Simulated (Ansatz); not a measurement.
`C=C[SiH]Cl`, charge 0, multiplicity 2.

Question: Give a relaxed structure at PBE0-D4/def2-TZVP (the Gaussian-basis code of Ansatz). (An estimate is asked.)

Answer: Ansatz gave: 
Cartesian coordinates in Å:
```
C 1.228 0.048 0.623
C 0.435 0.067 -0.450
Si -1.290 -0.573 -0.400
Cl -2.551 0.590 -1.540
H 0.870 -0.278 1.596
H 2.267 0.364 0.578
H 0.842 0.398 -1.403
H -1.802 -0.617 0.998
```
